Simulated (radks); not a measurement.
Ionisation of the beryllium ion Be+, [He] 2s1, to [He] as the strength of local exchange is varied. Calculated with a radial shooting solver on a logarithmic mesh with Libxc functionals: scalar-relativistic Kohn-Sham, Slater X-alpha exchange (alpha = 2/3 is LDA exchange), no correlation, spin-polarised, spherical densities, point nucleus; open shells are filled with parallel spins first.

[
 {"alpha": "0.583", "E(Be+) (hartree)": "-13.67861", "exchange (hartree)": "-1.84764", "IE (eV)": "16.934", "-e of the level emptied (eV)": "12.883 (2s)", "<r> of it (bohr)": "2.341"},
 {"alpha": "0.614", "E(Be+) (hartree)": "-13.77707", "exchange (hartree)": "-1.95425", "IE (eV)": "17.195", "-e of the level emptied (eV)": "13.176 (2s)", "<r> of it (bohr)": "2.322"},
 {"alpha": "0.667", "E(Be+) (hartree)": "-13.94638", "exchange (hartree)": "-2.13847", "IE (eV)": "17.646", "-e of the level emptied (eV)": "13.684 (2s)", "<r> of it (bohr)": "2.290"},
 {"alpha": "0.934", "E(Be+) (hartree)": "-14.81807", "exchange (hartree)": "-3.10399", "IE (eV)": "20.011", "-e of the level emptied (eV)": "16.383 (2s)", "<r> of it (bohr)": "2.143"},
 {"alpha": "1.033", "E(Be+) (hartree)": "-15.14923", "exchange (hartree)": "-3.47786", "IE (eV)": "20.928", "-e of the level emptied (eV)": "17.443 (2s)", "<r> of it (bohr)": "2.094"},
 {"alpha": "1.04", "E(Be+) (hartree)": "-15.17281", "exchange (hartree)": "-3.50462", "IE (eV)": "20.994", "-e of the level emptied (eV)": "17.520 (2s)", "<r> of it (bohr)": "2.091"}
]

NIST Atomic Spectra Database: 18.211 eV (measured). The Delta-SCF value meets it near alpha = 0.73.
